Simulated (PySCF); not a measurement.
**Ionising BBr**

RHF-CCSD(T); B def2-TZVPPD, Br def2-TZVPPD; no relativity (PySCF 2.14). Neutral (RHF): singlet (closed shell), Re = 1.898 Å, ωe = 690 cm⁻¹, De = 4.46 eV.

BBr⁺ (UHF): doublet (σ ↑), Re = 1.756 Å, ωe = 945 cm⁻¹, De = 3.05 eV to B⁺ + Br. The energies at the minima are -2597.42522 hartree for BBr and -2597.07152 for BBr⁺.

(1) Work out the adiabatic ionisation energy, without and with harmonic zero-point energies (1 hartree = 27.2114 eV, 1 eV = 8065.5 cm⁻¹), and the change of the bond length.

BBr⁻ (UHF): doublet (π ↑), Re = 2.123 Å, ωe = 384 cm⁻¹, De = 1.17 eV to B + Br⁻. The energies at the minima are -2597.42522 hartree for BBr and -2597.42736 for BBr⁻.

(2) Work out the adiabatic electron affinity, without and with harmonic zero-point energies (1 hartree = 27.2114 eV, 1 eV = 8065.5 cm⁻¹), and the change of the bond length.

Correlated steps freeze 10 core orbitals. Spin–orbit coupling is left out. For an ion De counts to the pair picked by the measured ionisation energies or electron affinities, which need not be the lowest pair at this level. Where the molecule has an RHF reference, its open-shell atoms are computed with UHF. States were picked by a PBE0 search and need not be the measured ground states.

Neutral and ion stand on different kinds of reference determinant, which adds to the error of the difference.

Results:

(1) At CCSD(T): 0.35370 hartree = 9.625 eV between the minima; the zero-point term (945.0 − 690.0)/2 cm⁻¹ = +0.016 eV makes it 9.640 eV. Re changes by -14.2 pm against the neutral. The electron leaves a σ orbital, and the shorter bond of the ion fits an antibonding orbital, or a change in how ionic the bond is.

(2) At CCSD(T): 0.00214 hartree = 0.058 eV between the minima; the zero-point term (690.0 − 384.0)/2 cm⁻¹ = +0.019 eV makes it 0.077 eV. Re changes by +22.5 pm against the neutral. The electron enters a π orbital, and the ion is left as a loose complex of an ion and an atom.
